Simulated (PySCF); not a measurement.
C4H4ClF, SMILES C=C=C(F)CCl. Atoms are numbered in the order given.

```xyz
10

C      2.5027    -0.2044    -1.5334
C      1.4040    -0.4161    -0.8567
C      0.2818    -0.6020    -0.1992
F      0.1832    -1.5332     0.7706
C     -0.9800     0.1501    -0.4361
Cl    -1.4219     1.1882     0.9862
H      2.7153    -0.7387    -2.4677
H      3.2576     0.5130    -1.1883
H     -1.8187    -0.5455    -0.5826
H     -0.8825     0.8047    -1.3096
```

Geometry optimised at B3LYP-D3(BJ)/def2-SVP. The structure was generated by enumeration, and PubChem lists no compound with its InChIKey, so it may never have been made. One conformer was computed; it need not be the lowest.

Two levels are set side by side: PBE/pcSseg-1 (PySCF) and KT2/pcSseg-1 (PySCF). GIAO shifts against CFCl3 (¹⁹F), HCl (³⁵Cl), TMS (¹H), TMS (¹³C) at the same level; non-relativistic, no solvent, atoms listed together averaged. Without spin–orbit terms, shifts of atoms bonded to Cl or Br come out too high at both levels. Differences are taken from unrounded values.

```tsv
quantity	PBE
δ(¹³C) of C1 (ppm)	98.3
δ(¹³C) of C2 (ppm)	215.3
δ(¹³C) of C3 (ppm)	148.2
δ(¹⁹F) of F4 (ppm)	-169.5
δ(¹³C) of C5 (ppm)	55.9
δ(³⁵Cl) of Cl6 (ppm)	158.0
```

Task: These are the PBE values. What does KT2 give? (An estimate is asked for; the answer gives what the named calculation found.)

Result: 
```
quantity                 KT2  PBE minus KT2
--------------------  ------  -------------
δ(¹³C) of C1 (ppm)      92.5            5.7
δ(¹³C) of C2 (ppm)     202.8           12.5
δ(¹³C) of C3 (ppm)     141.7            6.5
δ(¹⁹F) of F4 (ppm)    -178.3            8.9
δ(¹³C) of C5 (ppm)      54.4            1.4
δ(³⁵Cl) of Cl6 (ppm)   150.3            7.7
```

Rough cost on one machine, each run with all the roots and properties that it gave: KT2 against PBE within a factor of 2.
